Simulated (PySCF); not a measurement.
## Computed properties of ethenylcyclopropane (C5H8), SMILES C=CC1CC1

ethenylcyclopropane (C5H8), SMILES C1(C=C)CC1. Geometry optimised at B3LYP-D3(BJ)/def2-SVP. One conformer was computed; it need not be the lowest. All values are computed for the isolated molecule unless a solvent is named; none is compared with measurement here.

**Structure.** The optimised structure has Cs symmetry. All 33 harmonic modes at B3LYP-D3(BJ)/def2-SVP (PySCF) are real, so it is a minimum. With heavy atoms numbered as in [CH2:1]=[CH:2][CH:3]1[CH2:4][CH2:5]1, the shortest bond between them is C1–C2 at 1.337 Å and the longest C3–C5 at 1.517 Å.

**Vibrations.** The strongest infrared lines (harmonic, unscaled, degenerate partners summed) lie at 967 cm⁻¹ (40 km/mol, C 60 %, H 40 %), 912 cm⁻¹ (37 km/mol, H 53 %, C 47 %), 1719 cm⁻¹ (31 km/mol, C 87 %, H 13 %). The softest mode is at 120 cm⁻¹ and the zero-point energy is 71.5 kcal/mol.

**Electronic structure.** CAM-B3LYP/def2-TZVP (PySCF) places the frontier levels at -8.15 and 1.48 eV, a gap of 9.63 eV, and gives a dipole moment of 0.57 D and a mean polarisability of 60.3 bohr³. PBE/def2-TZVP (PySCF) at the same geometry gives -5.77 and -0.66 eV, so its gap is 4.52 eV narrower. An orbital gap is neither the optical nor the fundamental gap.

**Excitations.** TDDFT-ωB97X/def2-SVPD (PySCF) has S1 at 7.03 eV (176 nm, f = 0.586, bright); the most intense of the 10 singlets computed lies at 7.03 eV (f = 0.59). T1 (TDA) is at 4.30 eV. TDDFT-PBE/def2-SVPD (PySCF) puts S1 at 6.21 eV. No vertical singlet excitation falls in the visible range (under 3.1 eV).

**NMR.** GIAO shifts at HF/pcSseg-1 (PySCF) (non-relativistic, atoms alike by connectivity averaged): ¹³C from 6.8 to 153.9 ppm against TMS; ¹H from 0.8 to 5.6 ppm against TMS.

**Solvation.** SMD-B3LYP/def2-SVP (PySCF) gives 0.4 kcal/mol in water, -3.7 kcal/mol in ethylethanoate, -3.4 kcal/mol in cyclohexanone (1 M in both phases, gas-phase geometry); of these solvents ethylethanoate holds the molecule best.
